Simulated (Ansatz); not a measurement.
`C[NH][SnH2][OH]` and `C[NH][SnH2][CH]=O` differ in one atom or group.

Ansatz, PBE0-D4/def2-TZVP geometries, multiplicity 1. Each molecule was computed in one conformer, which needn't be the lowest.

Elements past krypton have def2 core potentials.

```
                                      property  `C[NH][SnH2][OH]`
           LUMO energy (B3LYP/def2-TZVPP) / eV              -0.47
             HOMO energy (PBE/def2-TZVPP) / eV              -5.30
         HOMO energy (ωB97M-V/def2-TZVPP) / eV              -9.00
size of the dipole moment (PBE/def2-TZVPP) / D               1.76
         LUMO energy (ωB97M-V/def2-TZVPP) / eV               1.33
          HOMO–LUMO gap (PBE0/def2-TZVPP) / eV               6.51
```

Problem. What does the change do to each property? (Estimate.)

Solution. The calculation gave: 
```csv
property,`C[NH][SnH2][CH]=O`,shift
LUMO energy (B3LYP/def2-TZVPP) / eV,-1.72,-1.25
HOMO energy (PBE/def2-TZVPP) / eV,-4.97,0.33
HOMO energy (ωB97M-V/def2-TZVPP) / eV,-8.50,0.50
size of the dipole moment (PBE/def2-TZVPP) / D,1.02,-0.74
LUMO energy (ωB97M-V/def2-TZVPP) / eV,0.78,-0.55
HOMO–LUMO gap (PBE0/def2-TZVPP) / eV,4.82,-1.69
```

With PBE0 the HOMO rises by 0.39 eV and the LUMO falls by 1.30 eV, so the gap narrows by about 1.69 eV. PBE moves the HOMO by 0.33 eV and ωB97M-V by 0.50 eV. Dipoles are sizes alone; their direction can turn.

B3LYP here is the variant with VWN-RPA as its local correlation; programs differ in this.
